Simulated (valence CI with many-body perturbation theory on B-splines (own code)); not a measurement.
The numbers below are computed, except where a source is named.
## Tm63+: what the settings do

Level of theory: valence CI with perturbative core correlation (CI+MBPT): four valence electrons over a frozen Dirac-Fock core [He], radial functions for each j: 6 s, 6 p, 5 d, 3 f, 1 g, with the one-electron correlation potential Σ1, the two-electron term Σ2, the three-electron term Σ3, Breit, model QED; selected CI, second order for the rest, scaled by the run's own slope (own B-spline code, finite nucleus).

The last digits are not significant, and no measured levels were compared; by estimate large intervals hold to a few tenths of a per cent, small ones and those within an open d or f shell to about a per cent.

The reference run has the lowest level (2s^2 2p1/2^2) J=0 and an ionisation energy of 15664.6 eV. Its largest variational space holds 9168 state functions.

Levels are named by their leading jj configuration (3d3/2^4 stands for four electrons in 3d with j = 3/2), which in mixed levels can hold well under half, so a name can repeat and another be missing. Letters in brackets count levels of one name in rising energy.

```tsv
Level	Reference (cm⁻¹)	Shift (cm⁻¹)
(2s^2 2p1/2 2p3/2) J=1	8237490	+682
(2s^2 2p1/2 2p3/2) J=2	8382600	+138
(2s 2p1/2^2 2p3/2) J=2	10413600	+3357
(2s 2p1/2^2 2p3/2) J=1	11064300	+5908
(2s^2 2p3/2^2) J=2	16783700	+204
(2s^2 2p3/2^2) J=0	17243100	-975
(2s 2p1/2 2p3/2^2) J=2 [a]	18439800	+2609
(2s 2p1/2 2p3/2^2) J=3	18785500	+3032
(2s 2p1/2 2p3/2^2) J=0	19232900	+2039
(2s 2p1/2 2p3/2^2) J=1 [a]	19400900	+6857
(2s 2p1/2 2p3/2^2) J=2 [b]	19479400	+5941
(2s 2p1/2 2p3/2^2) J=1 [b]	19510500	+3968
```

The ionisation energy moves by +0.061 eV.

Problem. Which of these changes was made?
A. box radius (bohr) 0.912 → 1.79; cutoff of virtual states (hartree) 9522 → 249000
B. Davidson tolerance 2e-05 → 0.0003
C. scale of Σ2 1 → -1
D. shift of the energy in Σ1 (hartree) 0 → 49.878

Solution. C. scale of Σ2 1 → -1.
